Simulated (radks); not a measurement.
Neutral molybdenum inside a hard spherical wall (all orbitals vanish at R), configuration held at [Kr] 4d5 5s1 and not refilled when levels cross. Method: scalar-relativistic Kohn-Sham, r2SCAN, spin-unpolarised, spherical densities, finite nucleus; meta-GGA in the generalised Kohn-Sham scheme; Fermi nuclear charge, rms radius 4.4091 fm; computed with a radial shooting solver on a logarithmic mesh with Libxc functionals. Eigenvalues in eV, with the zero of energy where the potential of the charges vanishes at infinity; a dash marks a level that is unbound or too diffuse for the functional's potential to be trusted. A positive occupied level is held by the wall or, in an anion where self-interaction has pushed it up, behind a barrier. The pressure on the wall is -dE/dV.

R (bohr)  E (hartree)  kinetic (hartree)    e(4s)    e(4p)   e(5s)   e(4d)  e(5p, empty)  e(6s, empty)  pressure (GPa)
free      -4049.12952           4175.038  -66.264  -39.688  -4.023  -3.716        -0.835             -               0
20        -4049.12952           4175.038  -66.264  -39.688  -4.023  -3.716        -0.834             -        < 0.0001
15        -4049.12951           4175.038  -66.264  -39.688  -4.023  -3.716        -0.823         0.731        < 0.0001
7         -4049.11216           4175.148  -65.549  -38.982  -3.343  -3.085         0.722         9.332           0.885
6         -4049.07883           4175.315  -64.693  -38.147  -2.391  -2.340         2.320        15.454            3.60
5         -4048.97526           4175.760  -62.838  -36.362   0.024  -0.697         5.955        27.614            16.6
3.5       -4048.13389           4178.873  -55.072  -29.004  14.830   7.093        25.632        82.253             265
3         -4047.04016           4182.864  -49.009  -23.111  30.742  14.195        45.050        129.67             861
2.5       -4044.19479           4193.132  -37.829  -11.589  65.714  28.674        85.131        219.36            3440
2         -4035.44542           4222.423  -12.952   15.684  151.44  62.633        177.77        409.97           17800
1.5       -4002.57556           4318.039   61.927   98.669  395.49  159.29        428.86        893.20          131000
